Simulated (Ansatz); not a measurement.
CH₄InNS (`S=C[NH][InH2]`), charge 0, multiplicity 1.

(1) Give a relaxed structure at PBE0-D4/def2-TZVP (Ansatz). (Best estimate.)

Answers

(1) Ansatz gave: 
Z-matrix (Å, degrees):
```
C
N 1 1.340
S 1 1.636 2 126.6
H 1 1.094 2 113.5 3 -180.0
In 2 2.069 1 126.2 3 180.0
H 2 1.015 1 111.7 3 -0.0
H 5 1.702 2 112.3 1 -180.0
H 5 1.703 2 111.7 1 0.0
```
Point group Cs.
